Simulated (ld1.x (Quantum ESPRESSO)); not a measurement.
# Which change was made? (Sr, TM)

| Item | Value |
| --- | --- |
| Element | Sr (Z = 38) |
| Generator | ld1.x (Quantum ESPRESSO) 7.5 |
| Type | norm-conserving Troullier–Martins (Kleinman–Bylander form) |
| Functional | LDA (PZ) |
| Relativity | scalar-relativistic |
| Frozen core | [Kr] |
| Valence charge | 2 |
| Reference configuration | 4d0 5s1 5p0 (charge +1) |
| Partial waves | 5p (bound, empty): rc 3.80 bohr; 4d (bound, empty): rc 2.85 bohr; 4f channel at 0.05 Ry: rc 3.00 bohr; 5s (bound): rc 2.75 bohr |
| Local potential | the s channel |
| Core correction | none |

Cutoffs, loose and tight: the cutoffs (Ry, on a coarse ladder) from which the occupation-weighted sum of valence levels, in a spherical-Bessel basis at the reference potential, stays within 10 and 1 mRy of its value at 400 Ry. They do not see the model core or the augmentation charge, which bear on the density cutoff. Test errors are all-electron minus pseudo excitation energies from the reference, over the configurations 4d0 5s2 5p0; 4d0 5s1.5 5p0; 4d0 5s1 5p1; 4d1 5s1 5p0; 4d0 5s0 5p1; 4d0 5s0 5p2; 4d1 5s0 5p0 (two spin-polarised tests are not counted in the largest error); variants that change the core or the reference have their own tests.

The base gives: outcome: generated; cutoff, loose: 8 Ry; cutoff, tight: 18 Ry; bound ghosts: none; largest test error (meV): +395.

**Question.** After one change the result is: outcome: generated; cutoff, loose: 6 Ry; cutoff, tight: 18 Ry; bound ghosts: s; largest test error (meV): +395. Which change was it?
A. type RRKJ; local potential the p channel
B. wave 5s (bound): rc 2.75 bohr becomes 5s (bound): rc 1.68 bohr
C. wave 5p (bound): rc 3.80 bohr becomes 5p (bound): rc 2.84 bohr
D. local potential all-electron potential smoothed inside 3.00 bohr (lloc = -2)

**Answer.** D. The others give: wave 5p (bound): rc 3.80 bohr becomes 5p (bound): rc 2.84 bohr → outcome: generated; cutoff, loose: 8 Ry; cutoff, tight: 18 Ry; bound ghosts: p; largest test error (meV): +395 | type RRKJ; local potential the p channel → outcome: failed: compute_chi: n is too large | wave 5s (bound): rc 2.75 bohr becomes 5s (bound): rc 1.68 bohr → outcome: failed: invmat: error in DGETRF.
